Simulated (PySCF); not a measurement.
Molecule: SMILES F[C@H]1CC[SiH2]1, C3H7FSi.

Bonds (- single, = double, # triple, : aromatic): F1-C2, C2-C3, C3-C4, C4-Si5, Si5-C2. C2 carries H6; C3 carries H7, H8; C4 carries H9, H10; Si5 carries H11, H12. Stereochemistry as in F[C@H]1CC[SiH2]1. H8, H9, H11 are cis to F1 on the ring; H7, H10, H12 are trans to F1 on the ring.

Frames of a GFN2-xTB Langevin trajectory at 300 K; GIAO PBE0/pcSseg-1 shieldings in PySCF 2.14, gas phase, non-relativistic; equivalent atoms averaged within each frame.

Scale: CFCl3 for $^{19}$F (σ = 170.95 ppm); TMS for $^{13}$C (σ = 186.93 ppm) and $^{29}$Si (σ = 349.16 ppm) and $^{1}$H (σ = 31.72 ppm) (reference shieldings calculated alike). The references are static minima.

Problem. How do the shifts (ppm) fluctuate along the trajectory?

Solution. 
| time (fs) | F1 | C2 | C3 | C4 | Si5 | H11 | H6 | H12 | H7 | H8 |
| --- | --- | --- | --- | --- | --- | --- | --- | --- | --- | --- |
| 250 | -215.7 | 96.6 | 35.9 | 14.0 | -31.3 | 6.03 | 5.85 | 5.24 | 4.03 | 3.53 |
| 425 | -230.9 | 79.6 | 31.6 | -1.3 | -29.8 | 5.28 | 4.82 | 4.50 | 2.64 | 2.00 |
| 625 | -211.8 | 107.8 | 27.7 | 11.6 | -22.1 | 5.60 | 5.89 | 5.43 | 1.50 | 2.25 |
| 800 | -222.6 | 86.4 | 33.6 | 8.4 | -27.9 | 4.61 | 4.73 | 5.57 | 2.59 | 2.40 |
| 1000 | -183.7 | 100.6 | 40.6 | 6.2 | -28.8 | 4.78 | 6.33 | 4.42 | 3.61 | 2.99 |
| mean of frames | -212.9 | 94.2 | 33.9 | 7.8 | -28.0 | 5.26 | 5.53 | 5.03 | 2.87 | 2.63 |
| standard deviation | 17.9 | 11.3 | 4.8 | 5.9 | 3.5 | 0.58 | 0.71 | 0.54 | 0.99 | 0.62 |

5 frames give an uncertainty of the mean of about the standard deviation over 2.2 at best, since frames this close in time may not be independent; classical motion lacks zero-point vibration, and the reference would need the same averaging.
